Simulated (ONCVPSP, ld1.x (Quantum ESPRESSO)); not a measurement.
## Potentials for zinc (Zn) compared

Generated with ld1.x 7.5 (TM, RRKJ, ultrasoft, PAW), atompaw 4.2 or ONCVPSP 4.0.1. The cutoff is in Ry: for ld1.x and atompaw files where the sum of valence levels is converged to 10 mRy in a Bessel basis, for ONCV files where the hardest occupied wave has 1 mHa per electron of residual kinetic energy. The error is the largest all-electron minus pseudo excitation energy over each file’s own four to seven test configurations (ionisations up to +4, promotions, holes and added fractions of an electron), all of which were solved. The labels leave out finer settings (local radius, basis sizes, second energies), which also bear on the numbers. Spin-polarised tests are not counted. The rows are a selection from randomly drawn settings: files with unsolved tests, undetermined cutoffs or missed reference levels are left out.

A true bound ghost makes a file unfit for plane-wave use even where its test errors are small: the radial tests pick states by their node count and pass the ghost by.

```csv
potential,cutoff (Ry),largest error (meV),bound ghosts
"ONCV, PBE, scalar-relativistic, rc 1.70/1.60/1.05 (spd), local smoothed, core correction no, reference 3d10 4s2, qcut 4.3/6.1/18.1, projectors 2/2/2",218,+167,"s, p"
"ONCV, PBE, scalar-relativistic, rc 1.00/1.00/0.80 (spd), local smoothed, core correction yes, reference 3s2 3p6 3d10 4s2, qcut 13.4/16.8/16.7, projectors 3/3/2",247,-37,none
"ONCV, PBE, scalar-relativistic, rc 1.00/0.95/0.90 (spd), local smoothed, core correction yes, reference 3s2 3p6 3d10 4s2, qcut 9.6/11.3/16.1, projectors 2/2/2",248,-62,none
"ONCV, PBE, scalar-relativistic, rc 1.00/0.70/1.50/1.45 (spdf), local smoothed, core correction no, reference 3s2 3p6 3d10 4s2, qcut 13.8/11.6/8.5/8.1, projectors 3/1/2/3",269,-593,none
"ONCV, LDA (Perdew-Wang 92), scalar-relativistic, rc 1.35/0.60/1.50 (spd), local smoothed, core correction yes, reference 3s2 3p6 3d10 4s2, qcut 9.1/15.1/11.8, projectors 2/2/1",195,-30,none
```

**Question.** Fill in the row for Zn: TM, LDA (PZ), scalar-relativistic, rc 1.55/2.80/1.45 (spd), local smoothed, core correction no, reference 3d10 4s2 4p0.

**Answer.** cutoff 140 Ry, largest error -106 meV, bound ghosts: none.

**Question.** Fill in the row for Zn: PAW, PBE, scalar-relativistic, rc 1.05/1.10/1.50 (spd), local smoothed, core correction yes, reference 3s2 3p6 3d10 4s0 4p0.

**Answer.** cutoff 90 Ry, largest error -59 meV, bound ghosts: none.

**Question.** Fill in the row for Zn: ONCV, PBE, scalar-relativistic, rc 2.00/2.00/1.45 (spd), local smoothed, core correction yes, reference 3d10 4s1 4p1, qcut 2.6/4/9.3, projectors 2/2/3.

**Answer.** cutoff 82 Ry, largest error +119 meV, bound ghosts: none.
